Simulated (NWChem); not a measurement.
Everything below was run with NWChem. System: CH5ClSi, charge 0, spin multiplicity 1, at a geometry optimised with B3LYP/def2-SVP. The structure started from a generated list of species. Level: TD-B3LYP/6-31+G* (spherical d), VWN1-RPA local correlation.

Part of the output:

```
             Northwest Computational Chemistry Package (NWChem) 7.3.0
             --------------------------------------------------------

                                NWChem Input Module
                                -------------------

 Scaling coordinates for geometry "geometry" by  1.889725989
 (inverse scale =  0.529177249)

 Turning off AUTOSYM since
 SYMMETRY directive was detected!

                             Geometry "geometry" -> ""
                             -------------------------

 Output coordinates in angstroms (scale by  1.889725989 to convert to a.u.)

  No.       Tag          Charge          X              Y              Z
 ---- ---------------- ---------- -------------- -------------- --------------
    1 Si                  14.0000     0.04298900    -0.77107800     0.00000000
    2 C                    6.0000     1.87648100    -0.38259800     0.00000000
    3 Cl                  17.0000    -1.05576900     1.00551700     0.00000000
    4 H                    1.0000    -0.34228000    -1.54200400    -1.21393500
    5 H                    1.0000    -0.34228000    -1.54200400     1.21393500
    6 H                    1.0000     2.15553000     0.19952200     0.89228700
    7 H                    1.0000     2.46083300    -1.31813700     0.00000000
    8 H                    1.0000     2.15553000     0.19952200    -0.89228700

 Effective nuclear repulsion energy (a.u.)     146.1109994918

            Nuclear Dipole moment (a.u.)
            ----------------------------
        X                 Y               Z
 ---------------- ---------------- ----------------
    -0.0000151178     0.0000151178     0.0000000000

      Symmetry information
      --------------------

 Group name             Cs
 Group number              2
 Group order               2
 No. of unique centers     6

      Symmetry unique atoms

     1    2    3    4    6    7


 Summary of "ao basis" -> "" (spherical)
 ------------------------------------------------------------------------------
       Tag                 Description            Shells   Functions and Types
 ---------------- ------------------------------  ------  ---------------------
 *                          6-31+g*                   on all atoms

                                 NWChem DFT Module
                                 -----------------

 Summary of "ao basis" -> "ao basis" (spherical)
 ------------------------------------------------------------------------------
[...]
     Magnetic Dipole                               0.0000017528
     Total Oscillator Strength                     0.0004858260

          sigma_e =   3.2470 Angstrom
          sigma_h =   1.7072 Angstrom
         |d_h->e| =   2.1030 Angstrom
            d_exc =   4.1957 Angstrom
            d_CD1 =   3.6427 Angstrom
            d_CD2 =  -0.3741 Angstrom
            d_CD3 =   6.2987 Angstrom
     Pearson C.C. =   0.0249

     Occ.   20  a"  ---  Virt.   22  a'  -0.58978 X
     Occ.   20  a"  ---  Virt.   23  a'  -0.79645 X
     Occ.   20  a"  ---  Virt.   24  a'   0.06971 X
     Occ.   20  a"  ---  Virt.   26  a'  -0.06368 X
     Occ.   20  a"  ---  Virt.   27  a'   0.05339 X
  ----------------------------------------------------------------------------
  Root   4 singlet a'             0.275490668 a.u.                7.4965 eV
  ----------------------------------------------------------------------------
     Transition Moments    X  0.62641   Y -0.06624   Z -0.00000
     Transition Moments   XX  1.16757  XY  0.09986  XZ -0.00000
     Transition Moments   YY  0.57899  YZ  0.00000  ZZ  1.07568
     Dipole Oscillator Strength                    0.0728712608
     Electric Quadrupole                           0.0000000123
     Magnetic Dipole                               0.0000000526
     Total Oscillator Strength                     0.0728713257

          sigma_e =   3.3020 Angstrom
          sigma_h =   1.8609 Angstrom
         |d_h->e| =   1.6232 Angstrom
            d_exc =   4.0827 Angstrom
            d_CD1 =   3.0642 Angstrom
            d_CD2 =  -0.9582 Angstrom
            d_CD3 =   5.7059 Angstrom
     Pearson C.C. =   0.0271

     Occ.   17  a'  ---  Virt.   22  a'   0.05019 X
     Occ.   21  a'  ---  Virt.   22  a'  -0.53366 X
     Occ.   21  a'  ---  Virt.   23  a'  -0.83191 X
     Occ.   21  a'  ---  Virt.   24  a'   0.10295 X
  ----------------------------------------------------------------------------
  Root   5 singlet a"             0.295482906 a.u.                8.0405 eV
  ----------------------------------------------------------------------------
     Transition Moments    X  0.00000   Y -0.00000   Z  0.21204
     Transition Moments   XX  0.00000  XY  0.00000  XZ -0.15025
     Transition Moments   YY  0.00000  YZ -1.80316  ZZ  0.00000
     Dipole Oscillator Strength                    0.0088567093
     Electric Quadrupole                           0.0000004498
     Magnetic Dipole                               0.0000011348
     Total Oscillator Strength                     0.0088582939

          sigma_e =   3.1262 Angstrom
          sigma_h =   1.7075 Angstrom
         |d_h->e| =   1.7696 Angstrom
            d_exc =   3.9507 Angstrom
            d_CD1 =   3.1882 Angstrom
            d_CD2 =  -0.6473 Angstrom
            d_CD3 =   5.7203 Angstrom
     Pearson C.C. =   0.0199

     Occ.   20  a"  ---  Virt.   23  a'  -0.06182 X
     Occ.   20  a"  ---  Virt.   24  a'  -0.98869 X
     Occ.   20  a"  ---  Virt.   27  a'   0.08346 X
     Occ.   20  a"  ---  Virt.   32  a'   0.06045 X
  ----------------------------------------------------------------------------
  Root   6 singlet a'             0.295922808 a.u.                8.0525 eV
  ----------------------------------------------------------------------------
     Transition Moments    X  0.44589   Y  0.23292   Z -0.00000
     Transition Moments   XX  3.61247  XY -0.61023  XZ -0.00000
     Transition Moments   YY -1.79428  YZ  0.00000  ZZ -0.65488
     Dipole Oscillator Strength                    0.0499254850
     Electric Quadrupole                           0.0000011724
     Magnetic Dipole                               0.0000017922
     Total Oscillator Strength                     0.0499284496

          sigma_e =   3.3133 Angstrom
          sigma_h =   1.8312 Angstrom
         |d_h->e| =   1.8195 Angstrom
            d_exc =   4.1350 Angstrom
            d_CD1 =   3.3016 Angstrom
            d_CD2 =  -0.7528 Angstrom
            d_CD3 =   5.9545 Angstrom
     Pearson C.C. =   0.0448

     Occ.   17  a'  ---  Virt.   22  a'   0.06013 X
     Occ.   21  a'  ---  Virt.   23  a'  -0.09533 X
     Occ.   21  a'  ---  Virt.   24  a'  -0.98594 X

              Target root =      1
          Target symmetry = none
      Ground state energy =   -790.860667464476
        Excitation energy =      0.263272669341
     Excited state energy =   -790.597394795136

  stored tddft:energy   -790.59739479513553

 Task  times  cpu:      210.4s     wall:      210.4s

 Total times  cpu:      210.4s     wall:      210.4s
```

### Question
Write an NWChem input that would produce this output.

### Answer
This is not unique; one that fits is 
```
start mol
memory heap 200 mb stack 800 mb global 1000 mb
geometry units angstroms nocenter noautoz
  Si     0.042989    -0.771078     0.000000
  C      1.876481    -0.382598     0.000000
  Cl    -1.055769     1.005517     0.000000
  H     -0.342280    -1.542004    -1.213935
  H     -0.342280    -1.542004     1.213935
  H      2.155530     0.199522     0.892287
  H      2.460833    -1.318137     0.000000
  H      2.155530     0.199522    -0.892287
  symmetry group Cs
end
basis spherical
  * library 6-31+g*
end
dft
  xc b3lyp
  semidirect memsize 60000000 filesize 0
  iterations 100
end
tddft
  rpa
  nroots 6
  notriplet
  thresh 1e-4
end
task tddft energy
```
